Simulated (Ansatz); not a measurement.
A nudged elastic band was laid between two geometries of Cl2H2Sn (5 atoms, charge 0, multiplicity 1).

All numbers below come from Ansatz, RKS B3LYP/def2-SVP.

```json
{
 "movable images": "5",
 "climbing image": "yes",
 "spring": "5.0 eV/Å²",
 "optimiser": "quadratic models (default)",
 "start path": "through a guess of the saddle point",
 "force threshold": "0.5 eV/Å",
 "iteration limit": "60",
 "end points": "relaxed"
}
```

Image 0:

```xyz
5
Properties=species:S:1:pos:R:3
Sn 0.361 0.039 0.079
Cl 0.710 -0.021 2.415
H 1.890 -0.070 -0.677
H -0.616 1.399 -0.265
Cl -0.868 -1.893 -0.507
```

Image 6:

```xyz
5
Properties=species:S:1:pos:R:3
Sn 0.349 0.795 -0.973
Cl 1.552 -0.031 1.662
H 0.901 -1.043 1.112
H -1.081 1.345 -0.038
Cl -0.243 -1.613 -0.717
```

Task: Which bonds break or form, and what moves?

Result: Bonds broken: Sn1–Cl2, Sn1–H3. Bonds formed: Cl2–H3.

Task: Give the energies along the band, and the barrier.

Result: It converged. The highest image is number 2 of 0 to 6, 41.0 kcal/mol above the first end and 28.2 kcal/mol above the last; the last end lies 12.7 kcal/mol above the first. The threshold of 0.5 eV/Å is loose, so the images may lie well off the minimum-energy path. The order of the point at the top wasn't checked. The orbitals stay closed-shell, which can raise the energy where a bond breaks towards radicals; this wasn't checked here.

| image | path coordinate (Å) | energy (kcal/mol) | Sn1–Cl2 (Å) | Sn1–H3 (Å) | Cl2–H3 (Å) |
| --- | --- | --- | --- | --- | --- |
| 0 | 0.00 | 0.0 | 2.36 | 1.71 | 3.31 |
| 1 | 0.73 | 14.2 | 2.39 | 1.68 | 2.54 |
| 2 | 1.46 | 41.0 | 2.67 | 1.77 | 1.76 |
| 3 | 2.19 | 22.4 | 3.16 | 2.31 | 1.33 |
| 4 | 2.93 | 18.8 | 3.28 | 2.94 | 1.28 |
| 5 | 3.69 | 15.1 | 3.18 | 3.12 | 1.30 |
| 6 | 4.45 | 12.7 | 3.01 | 2.83 | 1.32 |

Task: What is the geometry of the highest image?

Result: 
```xyz
5
Properties=species:S:1:pos:R:3
Sn 0.290 0.096 -0.442
Cl 1.276 -0.017 2.037
H 1.844 -0.090 0.374
H -0.881 1.334 -0.285
Cl -1.051 -1.870 -0.638
```

Run time: 56 s on 1 thread of AMD EPYC 9R45 96-Core Processor (Zen 5) (shared host), peak memory 0.17 GiB.
